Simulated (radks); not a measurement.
Kr XIX, 18 electrons, occupied as [Ar] (the NIST ground configuration). All-electron calculation, scalar-relativistic Kohn-Sham, PBEsol, spin-polarised, spherical densities, point nucleus. Program: a radial shooting solver on a logarithmic mesh with Libxc functionals.

Unscreened Slater integrals over Kohn-Sham orbitals (eV). They are taken over the spin-up orbitals. Empty in this configuration: 3d.

integral    value
F0(3p,3p)  52.623
F2(3p,3p)  26.622
F0(3p,3s)  52.092
G1(3p,3s)  34.164
F0(3p,2p)  70.040
F2(3p,2p)  16.737
G0(3p,2p)  6.6614
G2(3p,2p)  7.2175
F0(3p,3d)  54.653
F2(3p,3d)  26.588
G1(3p,3d)  29.496
G3(3p,3d)  19.398
F0(3s,3s)  51.681
F0(3s,2p)  67.947
G1(3s,2p)  6.6084
F0(3s,3d)  54.091
G2(3s,3d)  22.369
F0(2p,2p)  156.01
F2(2p,2p)  73.949
F0(2p,3d)  74.500
F2(2p,3d)  20.762
G1(2p,3d)  18.472
G3(2p,3d)  10.610
F0(3d,3d)  58.067
F2(3d,3d)  29.671
F4(3d,3d)  19.109
